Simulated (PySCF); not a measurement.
Work out the structure from these simulated measurements.

Formula: C8H9F3.

| Property | Result |
| --- | --- |
| 13C NMR | chemical shifts (computed TMS as zero) by class: 149.1 (1 C), 147.4 (1 C), 130.5 (1 C), 125.1 (1 C), 117.4 (1 C), 53.5 (1 C), 38.2 (1 C), 38.1 (1 C) ppm [GIAO PBE0/pcSseg-1] |
| Rotational structure | rotational constants A, B, C: 1.401, 0.975, 0.661 GHz [PBE0-D3(BJ)/def2-SVP] |
| Polarisability | 97.0 au [CAM-B3LYP/def2-SVPD] |
| Dipole | 2.52 D [CAM-B3LYP/def2-SVPD] |
| NMR, other nuclei | isotropic shieldings of nuclei other than C and H, by class: 262 (3 F) ppm [GIAO PBE0/pcSseg-1] |
| 1H NMR | chemical shifts (computed TMS as zero) by class: 5.94 (1 H), 5.63 (1 H), 5.46 (1 H), 5.41 (1 H), 5.37 (1 H), 2.96 (1 H), 2.72 (1 H), 2.72 (1 H), 2.44 (1 H) ppm [GIAO PBE0/pcSseg-1] |

Gas-phase values; electronic properties from PySCF, density fitting. Levels stand in brackets. NMR shifts are as computed; neighbouring signals can stand in another order in a measured spectrum. The structure is a single PBE0-D3(BJ)/def2-SVP conformer in the gas phase; no vibrational or solvent corrections. Each NMR value is the plain mean over a class of atoms that symmetry, rotation or inversion makes alike.

Question: Propose a structure and show how it fits.

Answer: Numbering: `[CH2:1]=[CH:2][C@@H:3]1[CH2:4][C:5](=[CH2:6])[C@H:7]1[C:8]([F:9])([F:10])[F:11]`. Its formula, C8H9F3, gives 3 degrees of unsaturation: 1 ring and 2 π bonds in the structure found. 8 carbons fall into 8 classes; from least to most shielded: alkene CH carbon [C2] (149.1 ppm), fully substituted alkene carbon [C5] (147.4 ppm), CF3 carbon [C8] (130.5 ppm), terminal =CH2 carbon [C1] (125.1 ppm), terminal =CH2 carbon [C6] (117.4 ppm), allylic carbon [C7] (53.5 ppm), allylic carbon [C4] (38.2 ppm), allylic carbon [C3] (38.1 ppm). Hydrogen classes from least to most shielded: 1 H on an alkene CH carbon, C2 (5.94 ppm), 1 H on a terminal =CH2 carbon, C6 (5.63 ppm), 1 H on a terminal =CH2 carbon, C1 (5.46 ppm), 1 H on a terminal =CH2 carbon, C6 (5.41 ppm), 1 H on a terminal =CH2 carbon, C1 (5.37 ppm), 1 H on an allylic carbon, C7 (2.96 ppm), 1 H on an allylic carbon, C3 (2.72 ppm), 1 H on an allylic carbon, C4 (2.72 ppm), 1 H on an allylic carbon, C4 (2.44 ppm). The other shieldings belong to: 262 ppm, fluorine of a CF3 group [F9/F10/F11]. The optimised geometry has point group C1 and is an asymmetric top. Structure: `C=C[C@@H]1CC([C@H]1C(F)(F)F)=C`. Computed isomers that give other values at the same levels: `C=C[C@@H]1CC(=C)[C@@H]1C(F)(F)F` (1H chemical shifts (computed TMS as zero) by class: 6.37 (1 H), 5.57 (1 H), 5.50 (1 H), 5.46 (1 H), 5.39 (1 H), 3.09 (1 H), 2.86 (1 H), 2.81 (1 H), 2.74 (1 H) ppm); `C=C(/C=C\C)C(=C)C(F)(F)F` (13C chemical shifts (computed TMS as zero) by class: 146.5 (1 C), 146.3 (1 C), 139.9 (1 C), 138.1 (1 C), 130.7 (1 C), 128.7 (1 C), 127.6 (1 C), 20.3 (1 C) ppm); `C=C(/C=C/C)C(=C)C(F)(F)F` (13C chemical shifts (computed TMS as zero) by class: 149.1 (1 C), 147.5 (1 C), 140.4 (1 C), 139.6 (1 C), 130.7 (1 C), 127.7 (1 C), 126.5 (1 C), 21.5 (1 C) ppm). The assignments are read from this structure; whether some other isomer fits the data as well wasn't checked. The mirror image fits equally.

Conformer computed: `[CH2:1]=[CH:2][C@@H:3]1[CH2:4][C:5](=[CH2:6])[C@H:7]1[C:8]([F:9])([F:10])[F:11]`: C1–C2–C3–C4 -128°, C5–C7–C8–F9 -65°.
